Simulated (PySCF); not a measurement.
Compound: C5H5F2OS (doublet state).
Cartesian coordinates in Å at the GFN2-xTB level; atoms count from 1:
```
atom  x, y, z in Å
O1    -0.2897    0.2031    2.2933
S2    -0.1278   -0.7853    1.2401
C3     0.8991    0.1709   -0.1698
C4     2.3584    0.1478    0.0400
F5     2.8448   -1.1338   -0.1106
C6     0.0477    0.6588   -0.9775
C7    -1.4083    0.5139   -0.8868
C8    -1.6362   -0.6510    0.0862
F9    -2.7505   -0.4894    0.8448
H10    2.6099    0.4602    1.0606
H11    2.8747    0.7756   -0.6932
H12   -1.8462    1.4257   -0.4716
H13   -1.8662    0.3219   -1.8579
H14   -1.7104   -1.6189   -0.4198
```

The hyperfine couplings belong to this conformer and change with its torsions.

The species is `O=[S@@]1C(CF)=[C]C[C@@H]1F` [radical].

The calculation used UKS B3LYP, pcH-1 on C F H O S, non-relativistic, mean-field spin-orbit, GIAO in PySCF. Isolated species at its GFN2-xTB geometry (one conformer only). Couplings are sensitive to structure, and on GFN2-xTB geometries they can be far from those on DFT ones. No stability test was run, so a lower SCF solution isn't excluded.

The isotropic 13C couplings are +249.8, +62.9, +42.6, -23.9, +22.8 MHz. Assign them to C3; C4; C6; C7; C8.

```tsv
site	a_iso (MHz)	ρ(0) (bohr⁻³)	position	distance from C6 (Å)	spin population	largest |T| (MHz)
C3	-23.9	-0.0212	1 bond from C6	1.27	-0.17	19.3
C4	+22.8	+0.0203	2 bonds from C6	2.58	+0.02	4.2
C6	+249.8	+0.2224	largest spin population	0.00	+0.79	114.7
C7	+42.6	+0.0379	1 bond from C6	1.47	-0.02	8.2
C8	+62.9	+0.0560	2 bonds from C6	2.38	+0.04	6.0
```

The isotropic 19F couplings are -13.0, +11.9 MHz. Assign them to F5; F9.

| site | a_iso (MHz) | ρ(0) (bohr⁻³) | position | distance from C6 (Å) | bound to | spin population there | largest \|T\| (MHz) |
| --- | --- | --- | --- | --- | --- | --- | --- |
| F5 | -13.0 | -0.0031 | 3 bonds from C6 | 3.43 | C4 | +0.02 | 10.2 |
| F9 | +11.9 | +0.0029 | 3 bonds from C6 | 3.53 | C8 | +0.04 | 40.3 |

ρ(0) is the spin density at the nucleus and T the dipolar tensor; a_iso includes a spin–orbit part. The Mulliken spin populations are largest on C6 (+0.79), S2 (+0.18), C3 (-0.17) and O1 (+0.15). The positive populations add up to 1.20 and the negative ones to -0.20, together 2S = 1.

On one thread, AMD EPYC 7R43 (x86_64), on a shared host, this took 1.8 min wall (grids of density and orbitals included) and 0.97 GiB of memory at its peak.
